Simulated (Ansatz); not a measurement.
NbO₃H, relaxed as a singlet with RKS B3LYP-D4/def2-TZVP in Ansatz, starting from the GFN2-xTB geometry. Force threshold 0.02 eV/Å.

In the def2 sets Nb takes a core potential; there is no spin–orbit coupling. The structure comes from a short search, and lower isomers may exist.

Start:

```xyz
5

Nb   -0.434    0.674   -0.147
O     0.970    1.412   -0.817
O    -1.242   -0.138   -1.432
O     0.113   -0.579    1.056
H     0.593   -1.369    1.341
```

(1) Estimate the energy that the relaxation releases and the steps that it takes.

(2) Does the start keep its bonding and symmetry?

(3) Predict the relaxed structure.

Results:

(1) 19.1 kJ/mol, in 24 steps; 36 s on 2 threads of Arm Neoverse V2 on a shared host. The force fell under the threshold at step 8, but the optimiser went on and released 0.018 eV more. No frequencies were taken in this run, so the end may be a saddle point.

(2) By distances, no bond broke or formed. The bond that changes most is Nb1–O4, from 1.82 to 1.93 Å (atoms count from 1).

(3) 
```xyz
5

Nb   -0.411    0.573   -0.200
O     0.974    1.392   -0.819
O    -1.352    0.005   -1.530
O    -0.011   -0.814    1.084
H     0.800   -1.157    1.465
```
Bond lengths: 3 × Nb–O 1.72 to 1.93 Å; 1 × H–O 0.96 Å.
